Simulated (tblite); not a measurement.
Input of a run (GFN2-xTB geometry optimisation, gas phase (tblite 0.8.0)), started from a force field or distance geometry:
```
{"job": {"kind": "relax", "xc": "GFN2-xTB", "basis": "xTB"}, "charge": 0, "multiplicity": 1}
C      3.645900    -0.908800    -0.659000
C      2.614600    -0.039100    -0.789900
C      1.956200     0.641400     0.377400
C      0.481200     0.312600     0.448500
C     -0.508200     1.115600     0.030900
C     -1.996000     0.784100     0.136300
C     -2.643400     0.798200    -1.250700
Si    -2.259100    -0.876500     1.092900
Si     0.007500    -1.318000     1.288400
H      4.042800    -1.174500     0.315200
H      4.078100    -1.368800    -1.536800
H      2.243200     0.191700    -1.772800
H      2.443800     0.418300     1.333200
H      2.073800     1.726200     0.230100
H     -0.261400     2.083500    -0.431100
H     -2.464300     1.565200     0.763500
H     -2.508700     1.770800    -1.731200
H     -2.215600     0.024700    -1.904800
H     -3.722200     0.610100    -1.171600
H     -2.936600    -0.635100     2.400300
H     -3.000200    -1.865100     0.252400
H      0.440800    -2.489400     0.493100
H      0.483100    -1.340000     2.709600
```

Output (eV, eV/Å):
```
step      E/eV     max force
  0    -693.87877    2.265
  1    -693.93357    1.839
  2    -693.98081    0.392
  3    -694.01485    0.547
  4    -694.03315    0.477
  5    -694.04253    0.208
  6    -694.05155    0.230
  7    -694.06024    0.336
  8    -694.06889    0.254
  9    -694.07548    0.198
 10    -694.08060    0.164
 11    -694.08477    0.225
 12    -694.08785    0.147
 13    -694.08950    0.088
 14    -694.09047    0.088
 15    -694.09134    0.077
 16    -694.09223    0.080
 17    -694.09300    0.069
 18    -694.09352    0.049
 19    -694.09386    0.052
 20    -694.09418    0.042
 21    -694.09458    0.049
 22    -694.09510    0.045
 23    -694.09566    0.063
 24    -694.09617    0.049
 25    -694.09657    0.041
 26    -694.09694    0.043
 27    -694.09738    0.053
 28    -694.09788    0.055
 29    -694.09836    0.039
 30    -694.09877    0.040
 31    -694.09914    0.039
 32    -694.09953    0.041
 33    -694.09997    0.044
 34    -694.10042    0.051
 35    -694.10083    0.054
 36    -694.10117    0.041
 37    -694.10143    0.030
 38    -694.10162    0.030
 39    -694.10177    0.029
 40    -694.10193    0.027
 41    -694.10214    0.032
 42    -694.10240    0.034
 43    -694.10266    0.035
 44    -694.10288    0.029
 45    -694.10307    0.027
 46    -694.10325    0.031
 47    -694.10345    0.027
 48    -694.10361    0.027
 49    -694.10371    0.022
 50    -694.10379    0.018
 51    -694.10385    0.016
 52    -694.10389    0.015
 53    -694.10393    0.014
 54    -694.10396    0.011
 55    -694.10400    0.014
 56    -694.10403    0.014
 57    -694.10407    0.014
 58    -694.10411    0.014
 59    -694.10414    0.014
 60    -694.10417    0.012
 61    -694.10420    0.013
 62    -694.10423    0.010
```

Problem. Summarise the run.

Solution. The energy falls by 5.2 kcal/mol over 62 L-BFGS steps, the largest force on an atom goes from 2.27 to 0.010 eV/Å, and the atoms move by 0.118 Å rms after alignment. The bond that changes most is C1=C2 (terminal =CH2 carbon to alkene CH carbon), which shortens by 0.036 Å. Bonds longer at the end by more than 0.005 Å: 1 of 23; shorter: 17. Among the angles that change most is H22–Si9–H23, from 113.9° to 106.3°. Among the dihedrals that turn most is C3–C4–Si9–H22, from -68° to -58°. The energy never rose by more than 1e-5 eV on the way. The first step brought 24 % of the lowering.

Problem. What are the final bond lengths?

Solution. C1=C2 1.319 Å, C2–C3 1.497 Å, C3–C4 1.505 Å, C4=C5 1.331 Å, C5–C6 1.501 Å, C6–C7 1.531 Å, C6–Si8 1.928 Å, Si8–Si9 2.302 Å, C4–Si9 1.892 Å, C1–H10 1.078 Å, C1–H11 1.077 Å, C2–H12 1.083 Å, C3–H13 1.092 Å, C3–H14 1.095 Å, C5–H15 1.088 Å, C6–H16 1.097 Å, C7–H17 1.090 Å, C7–H18 1.089 Å, C7–H19 1.088 Å, Si8–H20 1.469 Å, Si8–H21 1.468 Å, Si9–H22 1.469 Å, Si9–H23 1.470 Å. Numbering counts from 1 in the input's order; the species is `C=CCC1=C[C@@H](C)[SiH2][SiH2]1`.

Time: 1.1 s of wall time. Hardware: an Arm Neoverse N1 with one thread, no GPU (shared host).

Its GFN2-xTB frequencies are all real (lowest 24 cm⁻¹). The numbers are those of one conformer.

All values are computed, not measured.
